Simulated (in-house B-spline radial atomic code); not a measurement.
## RPA and G0W0 on TPSS: the argon ion Ar⁷⁺

Configuration [Ne] 3s1, highest spin, mean-field start TPSS. Computed with an all-electron radial atomic-structure program (B-spline basis): all electrons, scalar-relativistic (spin-free one-electron X2C), finite nucleus, each spin shell either full or empty, empty states to l = 9 with an (l + 1/2)⁻⁴ tail; G0W0 by contour deformation at full frequency.

Command:
```bash
python run_gw.py task.json out
```
Settings (radii: box in bohr, nucleus in fm):
```
Z                        18
electrons                11
configuration            [Ne] 3s1
hamiltonian              x2c
method                   tpss,tpss
lmax                     9
rms_radius               3.4274
spin_polarised           True
box_radius               8.41
intervals                67
ion_configuration        [He] 2s2 2p6
```

Cost of the run: 1.6 s on 1 thread of Arm Neoverse V2, with other jobs on the host.

Energies (hartree):

```
                                     term       value
                         mean-field total  -513.46763
Hartree-Fock functional on these orbitals  -512.99703
                      direct second order     -0.7372
                    second-order exchange     0.28262
                         SOSEX correction      0.2626
```

Problem. What is the RPA correlation energy, and what remains with SOSEX?

Solution. RPA gives -0.67838 hartree (-1.68 eV per electron); RPA + SOSEX gives -0.41578, and the second-order doubles -0.45458 hartree (no singles). SOSEX takes back 39 % of the RPA value.

Quasi-particle levels (eV):

| level | occupied | mean field | Σx - vxc | Σc | QP weight | G0W0 |
| --- | --- | --- | --- | --- | --- | --- |
| 3s up | yes | -135.84 | -7.21 | ? | ? | ? |
| 2p down | yes | -369.10 | -29.03 | 3.26 | 0.963 | -394.87 |
| 2p up | yes | -369.68 | -29.25 | 3.36 | 0.961 | -395.57 |
| 3s down | no | -131.22 | 9.48 | -2.80 | 0.949 | -124.53 |

G0W0 = mean field + (Σx - vxc) + Σc, with Σc (partial-wave tail included) taken at the quasi-particle energy. Only the outer levels were computed. Levels of low weight are left out.

Problem. Where does G0W0 put 3s up?

Solution. At -144.86 eV, with Σc = -1.80 eV and a quasi-particle weight of 0.973. The tabulated removal energy is 143.457 ± 0.0012 eV (NIST, semi-empirical); the calculation leaves out spin-orbit coupling, Breit and QED terms, and what these don't explain is the method's own error.

Problem. What does it cost to remove one electron (to [He] 2s2 2p6) by differences of total energies, each species on its own start (correlation terms add to the Hartree-Fock functional)?

Solution. TPSS 143.86 eV, Hartree-Fock functional 142.93 eV, + RPA 144.45 eV, + RPA + SOSEX 143.42 eV, + second order 143.54 eV. Tabulated: 143.457 ± 0.0012 eV (NIST, semi-empirical); the calculation leaves out spin-orbit coupling, Breit and QED terms, and what these don't explain is the method's own error.
